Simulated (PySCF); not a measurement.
C4H8, triplet, at a GFN2-xTB geometry (a higher spin typed on purpose: for a closed-shell molecule this is an excited state); PBE/pcseg-1 (PySCF).

Input for PySCF:
```python
from pyscf import gto, scf, dft

mol = gto.M(
    atom='''
C    -1.15624507   -0.87916860   -0.04051442
C    -0.01256111    0.08350426    0.01189816
C     1.36521109   -0.48911726   -0.09391931
C    -0.22788925    1.49221281    0.14524560
H    -1.01654276   -1.68594538    0.68395579
H    -1.22938198   -1.34750214   -1.02810732
H    -2.09715668   -0.37703551    0.16949563
H     1.59582270   -1.11669389    0.77353669
H     2.11067560    0.29966423   -0.15358709
H     1.45354928   -1.12579148   -0.97865012
H    -0.35123030    2.13528041   -0.71439919
H    -0.27682982    1.97343663    1.11149528
''',
    basis='pcseg-1',
    spin=2,
    verbose=5,
)

mf = dft.UKS(mol)
mf.xc = 'pbe'
mf.kernel()
mf.analyze()
```

It wrote (shortened):

```
PySCF version 2.14.0

[INPUT] verbose = 5
[INPUT] max_memory = 4000
[INPUT] num. atoms = 12
[INPUT] num. electrons = 32
[INPUT] charge = 0
[INPUT] spin (= nelec alpha-beta = 2S) = 2
[INPUT] symmetry False subgroup None
[INPUT] Mole.unit = angstrom
[INPUT] Symbol           X                Y                Z      unit          X                Y                Z       unit  Magmom
[...]
[INPUT] ---------------- BASIS SET ----------------
[INPUT] l, kappa, [nprim/nctr], expnt,             c_1 c_2 ...
[INPUT] C
[...]
                                187.145           0.0449576    0    0
                                42.5126           0.197901    0    0
                                11.7393            0.5    0    0
                                3.50548           0.480364    0    0
                                5.39089              0 -0.070398    0
                                0.493341             0  0.5    0
                                0.149741             0    0    1
[...]
                                1.93658           0.224999    0
                                0.526296           0.5    0
                                0.136319             0    1
[...]
[INPUT] H
[...]
                                1.86871           0.15915    0
                                0.418208           0.5    0
                                0.1061               0    1
[...]
nuclear repulsion = 118.084477017356
number of shells = 28
number of NR pGTOs = 156
number of NR cGTOs = 96
basis = pcseg-1
ecp = {}

******** <class 'pyscf.dft.uks.UKS'> ********
method = UKS
initial guess = minao
damping factor = 0
level_shift factor = 0
DIIS = <class 'pyscf.scf.diis.CDIIS'>
diis_start_cycle = 1
diis_space = 8
diis_damp = 0
SCF conv_tol = 1e-09
SCF conv_tol_grad = None
SCF max_cycles = 50
direct_scf = True
direct_scf_tol = 1e-13
number electrons alpha = 17  beta = 15
XC library pyscf.dft.libxc version 7.1.2
    S. Lehtola, C. Steigemann, M. J. T. Oliveira, and M. A. L. Marques,  SoftwareX 7, 1–5 (2018)
XC functionals = pbe
    J. P. Perdew, K. Burke, and M. Ernzerhof,  Phys. Rev. Lett. 77, 3865 (1996)
    J. P. Perdew, K. Burke, and M. Ernzerhof,  Phys. Rev. Lett. 78, 1396 (1997)
    J. P. Perdew, K. Burke, and M. Ernzerhof,  Phys. Rev. Lett. 77, 3865 (1996)
    J. P. Perdew, K. Burke, and M. Ernzerhof,  Phys. Rev. Lett. 78, 1396 (1997)
radial grids:
    Treutler-Ahlrichs [JCP 102, 346 (1995); DOI:10.1063/1.469408] (M4) radial grids

becke partition: Becke, JCP 88, 2547 (1988); DOI:10.1063/1.454033
pruning grids: <function nwchem_prune>
grids dens level: 3
symmetrized grids: False
atomic radii adjust function: <function treutler_atomic_radii_adjust>
small_rho_cutoff = 0
Set gradient conv threshold to 3.16228e-05
atom C rad-grids = 75, ang-grids = [ 50  50  50  50  50  50  50  50  50  50  50  50  50  50  50  50  50  50
  50  50  50  50  86  86  86  86  86  86  86  86  86  86 266 266 266 266
 266 266 302 302 302 302 302 302 302 302 302 302 302 302 302 302 302 302
 302 302 302 302 266 266 266 266 266 266 266 266 266 266 266 266 266 266
 266 266 266]
atom H rad-grids = 50, ang-grids = [ 50  50  50  50  50  50  50  50  50  50  50  50  50  50  50  86  86  86
  86 266 266 266 266 266 302 302 302 302 302 302 302 302 302 302 302 302
 302 266 266 266 266 266 266 266 266 266 266 266 266 266]
tot_boxes 2880, boxes in each direction [14 13 10]
Padding 0 grids
tot grids = 134936
nelec by numeric integration = [15.99470571 15.99470571]
E1 = -440.8088525368697  E2 = 165.7928706027253  Ecoul = 189.97295729106  Exc = -24.18008668833471
init E= -156.931504916788
cond(S) = 1621.0163690526529

  alpha mo_energy =
[-9.97775520e+00 -9.97774285e+00 -9.96152943e+00 -9.95481349e+00
 -8.17359708e-01 -7.18996314e-01 -6.98449000e-01 -5.56785577e-01
 -4.84595468e-01 -4.74844350e-01 -4.61471862e-01 -4.33130216e-01
 -4.23587967e-01 -4.02362621e-01 -4.00372465e-01 -2.09356716e-01
 -1.76414332e-01 -4.77320730e-03  3.96041163e-02  4.35903009e-02
[...]
converged SCF energy = -156.860716038904  <S^2> = 2.0038208  2S+1 = 3.0025461
Total Energy =                        -156.860716038904400
[...]
spin_pop of  1 C 3dyz      0.00005
spin_pop of  1 C 3dz^2    -0.00080
spin_pop of  1 C 3dxz      0.00006
spin_pop of  1 C 3dx2-y2    0.00002
spin_pop of  2 C 1s        0.00000
spin_pop of  2 C 2s        0.00522
spin_pop of  2 C 3s        0.00013
spin_pop of  2 C 2px      -0.00080
spin_pop of  2 C 2py       0.00577
spin_pop of  2 C 2pz      -0.00957
spin_pop of  2 C 3px       0.00017
spin_pop of  2 C 3py       0.00010
spin_pop of  2 C 3pz       0.00023
spin_pop of  2 C 3dxy      0.00002
spin_pop of  2 C 3dyz      0.00010
spin_pop of  2 C 3dz^2     0.00000
spin_pop of  2 C 3dxz      0.00065
spin_pop of  2 C 3dx2-y2    0.00006
spin_pop of  3 C 1s       -0.00001
spin_pop of  3 C 2s        0.02868
spin_pop of  3 C 3s       -0.00039
spin_pop of  3 C 2px       0.88216
spin_pop of  3 C 2py       0.02080
spin_pop of  3 C 2pz       0.00540
spin_pop of  3 C 3px       0.01506
spin_pop of  3 C 3py       0.00028
spin_pop of  3 C 3pz       0.00028
spin_pop of  3 C 3dxy     -0.00002
spin_pop of  3 C 3dyz      0.00077
spin_pop of  3 C 3dz^2    -0.00030
spin_pop of  3 C 3dxz      0.00002
spin_pop of  3 C 3dx2-y2   -0.00072
spin_pop of  4 H 1s        0.03810
spin_pop of  4 H 2s        0.00069
spin_pop of  4 H 2px       0.00008
spin_pop of  4 H 2py      -0.00002
spin_pop of  4 H 2pz       0.00002
spin_pop of  5 H 1s        0.04827
spin_pop of  5 H 2s        0.00095
spin_pop of  5 H 2px       0.00006
spin_pop of  5 H 2py       0.00001
spin_pop of  5 H 2pz       0.00003
spin_pop of  6 H 1s        0.00021
spin_pop of  6 H 2s        0.00075
spin_pop of  6 H 2px       0.00001
spin_pop of  6 H 2py       0.00001
spin_pop of  6 H 2pz       0.00004
spin_pop of  7 H 1s        0.04701
spin_pop of  7 H 2s        0.00088
spin_pop of  7 H 2px       0.00006
spin_pop of  7 H 2py      -0.00000
spin_pop of  7 H 2pz       0.00004
spin_pop of  8 H 1s       -0.00007
spin_pop of  8 H 2s        0.00075
spin_pop of  8 H 2px       0.00000
spin_pop of  8 H 2py       0.00000
spin_pop of  8 H 2pz       0.00004
spin_pop of  9 H 1s        0.03968
spin_pop of  9 H 2s        0.00074
spin_pop of  9 H 2px       0.00007
spin_pop of  9 H 2py       0.00000
spin_pop of  9 H 2pz       0.00001
spin_pop of  10 H 1s        0.02679
spin_pop of  10 H 2s        0.00082
spin_pop of  10 H 2px       0.00056
spin_pop of  10 H 2py      -0.00004
spin_pop of  10 H 2pz      -0.00001
spin_pop of  11 H 1s        0.02620
spin_pop of  11 H 2s        0.00079
spin_pop of  11 H 2px       0.00056
spin_pop of  11 H 2py      -0.00002
spin_pop of  11 H 2pz      -0.00004
 ** Mulliken Spin Density (per atom)  **
spin density of  0 C =      0.00206
spin density of  1 C =      0.80979
spin density of  2 C =      0.00210
spin density of  3 C =      0.95202
spin density of  4 H =      0.03887
spin density of  5 H =      0.04931
spin density of  6 H =      0.00102
spin density of  7 H =      0.04799
spin density of  8 H =      0.00073
spin density of  9 H =      0.04051
spin density of  10 H =      0.02812
spin density of  11 H =      0.02750
 ** Mulliken pop alpha/beta on meta-lowdin orthogonal AOs **
 ** Mulliken pop       alpha | beta **
In total            17.00000 | 15.00000
 ** Mulliken atomic charges   ( Nelec_alpha | Nelec_beta ) **
charge of  0C =     -0.30982  (     3.15594      3.15388 )
charge of  1C =      0.01282  (     3.39848      2.58869 )
charge of  2C =     -0.30981  (     3.15595      3.15386 )
charge of  3C =     -0.24112  (     3.59657      2.64455 )
charge of  4H =      0.10424  (     0.46732      0.42845 )
charge of  5H =      0.10446  (     0.47243      0.42311 )
charge of  6H =      0.10862  (     0.44620      0.44518 )
charge of  7H =      0.10472  (     0.47163      0.42365 )
charge of  8H =      0.10860  (     0.44606      0.44533 )
charge of  9H =      0.10406  (     0.46822      0.42772 )
charge of  10H =      0.10643  (     0.46085      0.43273 )
charge of  11H =      0.10680  (     0.46035      0.43285 )
Dipole moment(X, Y, Z, Debye):  0.04657, -0.30613, -0.03648
```
